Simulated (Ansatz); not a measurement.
The same redistribution along the group F, Cl, Br.

Calculated with Ansatz (gas phase, PBE0-D4/def2-TZVP geometries, no zero-point term in ΔE). CCSD(T)/CBS adds triple-zeta CCSD(T) − MP2 to the extrapolated MP2 energy (def2 sets, frozen cores). DFT in def2-TZVPP. For Br outer-core shells are correlated without core-valence functions, which leaves a few kJ/mol of doubt a bond. Scalar relativity is left out up to krypton. One conformer a species, not always the lowest.

| reaction | B2PLYP (kJ/mol) | HF/CBS(def2) (kJ/mol) | ωB97M-V (kJ/mol) | MP2/CBS(def2) (kJ/mol) | CCSD(T)/CBS(def2) (kJ/mol) |
| --- | --- | --- | --- | --- | --- |
| `CO[SiH](O)F` + `CO[SiH]([SiH3])S` → `CO[SiH](F)OC` + `O[SiH]([SiH3])S` | 9 | 6 | 9 | 10 | 9 |
| `CO[SiH](O)Cl` + `CO[SiH]([SiH3])S` → `CO[SiH](Cl)OC` + `O[SiH]([SiH3])S` | 12 | 10 | 12 | 13 | 12 |
| `CO[SiH](O)Br` + `CO[SiH]([SiH3])S` → `CO[SiH](Br)OC` + `O[SiH]([SiH3])S` | 12 | 9 | 12 | 12 | 11 |

Largest T1 diagnostic: 0.012, for `O[SiH]([SiH3])S`.
